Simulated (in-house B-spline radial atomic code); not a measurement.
**Fe: [Ar] 3d6 4s1 4f1 (an excited or competing configuration)**

Method: Dirac-Hartree-Fock, average of configuration, Fermi nucleus of rms radius 3.7377 fm. Calculated with a radial B-spline atomic code at the basis-set limit.

Effective charges: Z_r = [3n² - l(l+1)]/(2<r>) from the radius, Z_e = n√(-2ε) from the energy, and Slater's rules. Values are occupation-weighted means over j.

```json
{"shell": "1s", "electrons": "2", "ε (eV)": "-7185.8", "<r> (bohr)": "0.05842", "Z_r": "25.68", "Z_e": "22.98", "Slater": "25.70"}
{"shell": "2s", "electrons": "2", "ε (eV)": "-890.24", "<r> (bohr)": "0.2652", "Z_r": "22.63", "Z_e": "16.18", "Slater": "21.85"}
{"shell": "2p", "electrons": "6", "ε (eV)": "-755.91", "<r> (bohr)": "0.2349", "Z_r": "21.29", "Z_e": "14.91", "Slater": "21.85"}
{"shell": "3s", "electrons": "2", "ε (eV)": "-122.73", "<r> (bohr)": "0.8108", "Z_r": "16.65", "Z_e": "9.01", "Slater": "14.75"}
{"shell": "3p", "electrons": "6", "ε (eV)": "-82.148", "<r> (bohr)": "0.8609", "Z_r": "14.52", "Z_e": "7.37", "Slater": "14.75"}
{"shell": "3d", "electrons": "6", "ε (eV)": "-22.821", "<r> (bohr)": "1.078", "Z_r": "9.74", "Z_e": "3.89", "Slater": "6.25"}
{"shell": "4s", "electrons": "1", "ε (eV)": "-13.296", "<r> (bohr)": "2.847", "Z_r": "8.43", "Z_e": "3.95", "Slater": "4.10"}
{"shell": "4f", "electrons": "1", "ε (eV)": "-0.85087", "<r> (bohr)": "17.97", "Z_r": "1.00", "Z_e": "1.00", "Slater": "1.00"}
```

The least bound orbital is 4f7/2 at -0.8509 eV, while the most diffuse is 4f5/2 (<r> = 17.97 bohr against 17.97 bohr): energy order and size order differ.

Spin-orbit splittings of the orbital energies (j = l + 1/2 above j = l - 1/2 when positive): 2p 12.69 eV, 3p 1.648 eV, 3d 0.1628 eV, 4f 1.58e-07 eV.

For the 1s electron the small component carries 0.875 % of the norm, the zero-frequency Breit interaction raises the level by 8.356 eV, self-energy by 4.123 eV, and vacuum polarisation lowers it by 0.3513 eV.

The density falls to 0.001 bohr⁻³ at 3.913 bohr; Σ<r²> = 384.68 bohr² gives, by the non-relativistic formula and without the paramagnetism of open shells, a Langevin diamagnetic susceptibility of -304.7×10⁻⁶ cm³/mol.
